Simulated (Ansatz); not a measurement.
Cost and result for the atomization energy of H$_{7}$NO$_{2}$Si$_{2}$ (`N[SiH2][SiH](O)O`) (12 atoms, 11 bonds).

```xyz
12

N    -0.282   -1.109   -1.530
Si    0.638    0.303   -1.121
Si    0.148    0.623    1.145
O    -1.484    0.888    1.145
O     0.566   -0.729    1.992
H    -1.280   -1.072   -1.380
H    -0.079   -1.597   -2.389
H     2.073   -0.043   -1.321
H     0.369    1.523   -1.945
H     0.848    1.721    1.863
H    -1.907    1.055    1.990
H     0.391   -1.563    1.550
```

Charge 0, multiplicity 1. Geometry: relaxed with PBE0-D4/def2-TZVP. It is one conformer, not always the lowest. Program: Ansatz. All runs use 4 threads of an Arm Neoverse V1 on a shared host. Times are those of one run each, without the atoms' runs, and a repeat can differ threefold. Electronic energies, without spin–orbit coupling; frozen cores. CCSD(T)/CBS adds CCSD(T) − MP2 in def2-TZVPP to the MP2 limit, and its time is that of the two runs behind it. T1 = 0.012. B3LYP takes the VWN-RPA correlation (the form of Gaussian; ORCA's B3LYP/G). HSE06 is the plane-wave form, built on full-range PBE exchange.

CCSD(T)/CBS is a level of theory with its own doubt, some kJ/mol a heavy atom from the limit and from the frozen cores, so smaller differences don't rank the functionals.

| level | functions | wall time | atomization (kJ/mol) | difference from CCSD(T)/CBS | per bond |
| --- | --- | --- | --- | --- | --- |
| LDA (SPW92)/def2-TZVPP | 275 | 1.4 s | 4792.0 | 557.1 | 50.6 |
| revPBE-D4/def2-TZVPP | 275 | 2.3 s | 4137.4 | -97.5 | -8.9 |
| BLYP-D4/def2-TZVPP | 275 | 2.3 s | 4205.0 | -29.9 | -2.7 |
| BHLYP-D4/def2-TZVPP | 275 | 3.5 s | 4083.4 | -151.5 | -13.8 |
| HSE06-D4/def2-TZVPP | 275 | 3.7 s | 4163.6 | -71.3 | -6.5 |
| B3LYP-D4/def2-TZVPP (with forces) | 275 | 5.5 s | 4208.0 | -26.9 | -2.4 |
| CCSD(T)/def2-SVP | 113 | 6 s | 3845.7 | -389.2 | -35.4 |
| B2PLYP/def2-TZVPP | 275 | 6.5 s | 4160.8 | -74.1 | -6.7 |
| PBE-QIDH/def2-TZVPP | 275 | 6.5 s | 4141.8 | -93.1 | -8.5 |
| ωB97X-V/def2-TZVPP | 275 | 8.5 s | 4237.9 | 3.0 | 0.3 |
| MP2/def2-QZVPP | 521 | 26 s | 4239.5 | 4.6 | 0.4 |
| CCSD(T)/def2-TZVPP | 275 | 3.8 min | 4095.1 | -139.8 | -12.7 |
| CCSD(T)/CBS(def2) | – | 4.2 min | 4234.9 | 0.0 | 0.0 |

In def2-TZVPP, CCSD(T) changes the Hartree–Fock value by +1126.7 kJ/mol (the triples alone add +58.2 kJ/mol) and MP2 by +1187.2 kJ/mol; breaking electron pairs costs correlation energy, which Hartree–Fock lacks. From r2SCAN to r2SCAN0 (25 % exact exchange), in def2-TZVPP and without D4, the atomization energy moves by −76.5 kJ/mol: exact exchange takes away binding that semilocal exchange gives to molecules. At CCSD(T), def2-SVP lies −389.2 kJ/mol from the extrapolated value and def2-TZVPP −139.8 kJ/mol: correlation converges slowly with the basis, and small sets miss more of it in the bonded molecule than in its fragments.
